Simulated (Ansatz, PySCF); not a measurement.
difluorosilyl(difluoro)silane (F4H2Si2), SMILES F[SiH](F)[SiH](F)F.

The structure is a stationary point at r2SCAN-D4/def2-SVP. One conformer was computed; it need not be the lowest.

Vertical ionisation energy (IE) and electron affinity (EA) in eV. Rows of orbital energies are one-electron estimates. Where ΔSCF, EOM or ADC give a negative EA the extra electron is unbound and the value depends on the basis.

```
level                                                                        IE     EA
------------------------------------------------------------------------  -----  -----
−ε(HOMO), −ε(LUMO), M06-2X/def2-TZVP (PySCF)                              10.25   0.38
−ε(HOMO), −ε(LUMO), PBE/def2-TZVP (PySCF)                                     …      …
ΔSCF, CAM-B3LYP/def2-SVPD (Ansatz), final states of multiplicity 2 and 2  11.54  -0.55
ΔSCF, PBE/def2-SVPD (Ansatz), final states of multiplicity 2 and 2        10.83  -0.33
```

Problem. Some entries are withheld; supply them. (Estimate from the structure and the level; the computed values follow.)

Solution. 
- −ε(HOMO), −ε(LUMO), PBE/def2-TZVP (PySCF), IE: 7.61
- −ε(HOMO), −ε(LUMO), PBE/def2-TZVP (PySCF), EA: 2.07

Problem. What vertical singlet–triplet gap does ΔSCF give with CAM-B3LYP/def2-SVPD (Ansatz, a first-principles code) and with PBE/def2-SVPD (Ansatz)? (Estimate from the structure and the level; the computed values follow.)

Solution. 5.94 and 5.23 eV (triplet above singlet where positive).
